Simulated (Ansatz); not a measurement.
Molecule: C₃H₉BN, charge 0, multiplicity 2. It need not be the lowest isomer of its formula. SMILES: N(C)B(C)[CH2]
Structure (B3LYP-D3(BJ)/def2-TZVP (Ansatz, a first-principles code) minimum search):
```xyz
14

C      1.2883     0.7696     0.7908
B      0.4573    -0.2645     0.0148
C      1.1131    -1.6300    -0.4515
N     -0.8966    -0.0275    -0.2992
C     -1.7249     1.1222     0.0055
H      2.3304     0.5894     1.0336
H      0.9227     1.7266     1.1475
H      0.4279    -2.2869    -0.9945
H      1.4961    -2.1926     0.4059
H      1.9758    -1.4479    -1.1002
H     -1.3870    -0.7460    -0.8106
H     -1.1481     1.8618     0.5549
H     -2.5861     0.8429     0.6196
H     -2.1003     1.5971    -0.9058
```
Charge 0, spin multiplicity 2.

Wanted: atomisation energy (electronic, to ground-state atoms), in kJ/mol. Valence correlation only, unless marked. UHF or UKS for open shells. No spin-orbit coupling. No relativistic terms. The coupled-cluster limit lacks core correlation, which all-electron functionals hold. CBS(X,Y): correlation extrapolated as X^-3; Hartree-Fock from the larger set.

| level | program | atomisation energy (kJ/mol) |
|---|---|---|
| B97M-V/def2-TZVPD | Ansatz | 5429.8 |
| PBE0/STO-3G | Ansatz | 6508.6 |
| PBE0/6-31G* | Ansatz | 5442.8 |
| BHLYP/def2-TZVPD | Ansatz | 5294.1 |
| r2SCANh/def2-TZVPD | Ansatz | 5412.8 |
| r2SCAN0/def2-TZVPD | Ansatz | 5380.4 |
| CAM-B3LYP/def2-TZVPD | Ansatz | 5443.6 |
| wB97X-V/def2-TZVPD | Ansatz | 5421.8 |
| PBE-QIDH/def2-TZVPD | Ansatz | 5383.0 |
| RI-MP2/CBS(cc-pVTZ,cc-pVQZ) | Ansatz | 5451.2 |
| SCS-MP2/STO-3G | Ansatz | 5561.2 |
| CCSD/cc-pVDZ | Ansatz | 4969.1 |
| CCSD(T)/6-31G | Ansatz | 4690.1 |
| CCSD(T)/cc-pVQZ | Ansatz | 5350.5 |
| CCSD(T)/CBS(cc-pVTZ,cc-pVQZ) | Ansatz | 5397.7 |
